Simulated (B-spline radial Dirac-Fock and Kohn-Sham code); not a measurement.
# Conversion-electron coefficients: Nd, 32.4 keV

Z = 60 (neodymium), transition energy 32.4 keV. Level of theory: a Dirac-Hartree-Slater potential of the neutral atom with a Latter tail (no hole, which puts coefficients of high multipoles low close above an edge), finite nucleus with surface currents; a radial B-spline solver. The K shell is not open to conversion at this energy. Subshells that would emit electrons below 1 keV are left out.

Input of the calculation (task.json; shells as n, l, electrons):

```json
{"items": [{
  "Z": 60,
  "q": 0,
  "cfg": [[1, 0, 2], [2, 0, 2], [2, 1, 6], [3, 0, 2], [3, 1, 6], [3, 2, 10], [4, 0, 2], [4, 1, 6], [4, 2, 10], [4, 3, 4], [5, 0, 2], [5, 1, 6], [6, 0, 2]],
  "A": 142,
  "rrms": 4.9123,
  "do": "conversion",
  "gamma": [32.4],
  "edges": {"L1": 7126.0, "L2": 6722.0, "L3": 6208.0, "M1": 1575.0, "M2": 1403.0, "M3": 1297.0, "M4": 1003.3, "M5": 980.4, "N1": 319.2, "N2": 243.3, "N3": 224.6, "N4": 120.5, "N5": 120.5}
}]}
```

Command: `python xray2_run.py task.json out`

| subshell | electron energy (keV) | E1 | E4 | M2 | M4 | M5 |
| --- | --- | --- | --- | --- | --- | --- |
| L1 | 25.27 | 0.363 | 4290 | 219 | 132000 | 2.86e+06 |
| L2 | 25.68 | 0.167 | 293000 | 18.9 | 18000 | 476000 |
| L3 | 26.19 | 0.245 | 371000 | 92.5 | 1.10e+06 | 4.53e+07 |
| M1 | 30.82 | 0.0750 | 1050 | 50.6 | 44600 | 1.21e+06 |
| M2 | 31.00 | 0.0326 | 81800 | 4.64 | 5780 | 177000 |
| M3 | 31.10 | 0.0490 | 101000 | 22.1 | 331000 | 1.63e+07 |
| M4 | 31.40 | 0.00379 | 26300 | 0.285 | 5300 | 341000 |
| M5 | 31.42 | 0.00500 | 32900 | 0.0351 | 32300 | 3.99e+06 |
| total |  | 0.983 | 974000 | 429 | 1.78e+06 | 7.67e+07 |

Task: For a pure M2 transition, what fraction of decays emits a photon?

Result: 1/(1 + α) = 0.00232 with the total α = 429; the total includes the outer subshells that are not listed.
